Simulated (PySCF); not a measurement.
A calculated (r2SCAN, PySCF 2.14, aug-cc-pVDZ-DK, the spin-free X2C one-electron Hamiltonian (Gaussian nucleus)) atom or ion has these occupied shells.

```csv
shell,electrons,orbital energy (eV),"rms radius, mean of both spins (bohr)"
1s α,1,-4881.5,0.0804
1s β,1,-4881.5,0.0804
2s α,1,-539.79,0.352
2s β,1,-538.98,0.352
2p α,3,-444.64,0.321
2p β,3,-444.00,0.321
3s α,1,-61.544,1.09
3s β,1,-59.058,1.09
3p α,3,-37.000,1.20
3p β,3,-34.356,1.20
4s α,1,-4.188,3.92
3d α,3,-2.750,2.22
```

Problem. Name the element and its charge.

Solution. Ti (titanium, neutral), in [Ar] 3d3 4s1, high-spin 5F determinant (an excited configuration).
